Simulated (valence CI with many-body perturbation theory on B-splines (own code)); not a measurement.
Results of a calculation; reference values are marked as such.
**Energy levels of Bi43+**

Level of theory: configuration interaction combined with many-body perturbation theory (CI+MBPT): four valence electrons over a frozen Dirac-Fock core [Kr], a basis of 7 s, 7 p, 8 d, 6 f, 4 g, 1 h functions for each j, with the one-electron correlation potential Σ1, the two-electron term Σ2, the three-electron term Σ3, Breit, model QED; selected CI, second order for the rest, scaled by the run's own slope (own B-spline code, finite nucleus).

The last digits are not significant, and no measured levels were compared; by estimate large intervals hold to a few tenths of a per cent, small ones and those within an open d or f shell to about a per cent. Only levels of the ground parity were solved; by the run's estimate the other parity begins above the list, which can be wrong where configurations are misplaced.

Levels 1 to 31 of 31, with energies above the lowest level, (4d3/2^4) J=0. "Leading %" is the weight of the configuration and term that name the level; weights of strongly mixed levels are sums over their largest components and can fall short. In the jj column 3d3/2^4 stands for four electrons in 3d with j = 3/2.

| No. | Configuration | Term | J | E (cm⁻¹) | Leading % | g | Leading jj |
| --- | --- | --- | --- | --- | --- | --- | --- |
| 1 | 4d⁴ | ³P | 0 | 0 | 60 |  | 4d3/2^4 (99 %) |
| 2 | 4d⁴ | ⁵D | 1 | 237750 | 57 | 1.496 | 4d3/2^3 4d5/2 (99 %) |
| 3 | 4d⁴ | ³F | 4 | 285140 | 28 | 1.064 | 4d3/2^3 4d5/2 (99 %) |
| 4 | 4d⁴ | ⁵D | 2 | 293320 | 32 | 1.201 | 4d3/2^3 4d5/2 (95 %) |
| 5 | 4d⁴ | ³F | 3 | 305270 | 30 | 1.116 | 4d3/2^3 4d5/2 (96 %) |
| 6 | 4d⁴ | ⁵D | 0 | 508600 | 67 |  | 4d3/2^2 4d5/2^2 (98 %) |
| 7 | 4d⁴ | ⁵D | 2 | 510060 | 54 | 1.293 | 4d3/2^2 4d5/2^2 (96 %) |
| 8 | 4d⁴ | ³H | 4 | 521700 | 40 | 1.145 | 4d3/2^2 4d5/2^2 (98 %) |
| 9 | 4d⁴ | ⁵D | 3 | 526190 | 49 | 1.183 | 4d3/2^2 4d5/2^2 (95 %) |
| 10 | 4d⁴ | ³H | 5 | 543530 | 66 | 1.084 | 4d3/2^2 4d5/2^2 (100 %) |
| 11 | 4d⁴ | ¹I | 6 | 557090 | 54 | 1.071 | 4d3/2^2 4d5/2^2 (99 %) |
| 12 | 4d⁴ | ³D | 1 | 558390 | 43 | 1.066 | 4d3/2^2 4d5/2^2 (97 %) |
| 13 | 4d⁴ | ³F | 3 | 570860 | 45 | 1.064 | 4d3/2^2 4d5/2^2 (98 %) |
| 14 | 4d⁴ | ³G | 4 | 574970 | 53 | 1.033 | 4d3/2^2 4d5/2^2 (99 %) |
| 15 | 4d⁴ | ³F | 2 | 579570 | 33 | 1.076 | 4d3/2^2 4d5/2^2 (98 %) |
| 16 | 4d⁴ | ³F | 2 | 625470 | 51 | 0.978 | 4d3/2^2 4d5/2^2 (98 %) |
| 17 | 4d⁴ | ³F | 4 | 642730 | 65 | 1.182 | 4d3/2^2 4d5/2^2 (98 %) |
| 18 | 4d⁴ | ¹D | 2 | 687170 | 44 | 1.112 | 4d3/2^2 4d5/2^2 (95 %) |
| 19 | 4d⁴ | ³P | 0 | 745200 | 53 |  | 4d3/2^2 4d5/2^2 (88 %) |
| 20 | 4d⁴ | ⁵D | 4 | 793810 | 39 | 1.171 | 4d3/2 4d5/2^3 (97 %) |
| 21 | 4d⁴ | ³F | 3 | 797410 | 42 | 1.208 | 4d3/2 4d5/2^3 (98 %) |
| 22 | 4d⁴ | ³D | 1 | 815600 | 48 | 1.015 | 4d3/2 4d5/2^3 (98 %) |
| 23 | 4d⁴ | ³G | 5 | 822510 | 66 | 1.139 | 4d3/2 4d5/2^3 (100 %) |
| 24 | 4d⁴ | ³H | 6 | 826810 | 54 | 1.084 | 4d3/2 4d5/2^3 (99 %) |
| 25 | 4d⁴ | ³F | 2 | 850220 | 46 | 1.063 | 4d3/2 4d5/2^3 (97 %) |
| 26 | 4d⁴ | ³D | 3 | 857930 | 36 | 1.088 | 4d3/2 4d5/2^3 (99 %) |
| 27 | 4d⁴ | ¹S | 0 | 884100 | 73 |  | 4d3/2 4d5/2^3 (86 %) |
| 28 | 4d⁴ | ³P | 1 | 908930 | 88 | 1.404 | 4d3/2 4d5/2^3 (99 %) |
| 29 | 4d⁴ | ³F | 3 | 910170 | 63 | 1.058 | 4d3/2 4d5/2^3 (100 %) |
| 30 | 4d⁴ | ¹G | 4 | 914970 | 64 | 1.051 | 4d3/2 4d5/2^3 (98 %) |
| 31 | 4d⁴ | ¹D | 2 | 926220 | 59 | 1.117 | 4d3/2 4d5/2^3 (92 %) |

The ionisation energy to 4d³ ⁴F3/2 of the next ion comes out as 2191.3 eV (NIST: 2190 ± 4 eV (theoretical)). All 31 levels together are meant to be complete up to 963250 cm⁻¹.
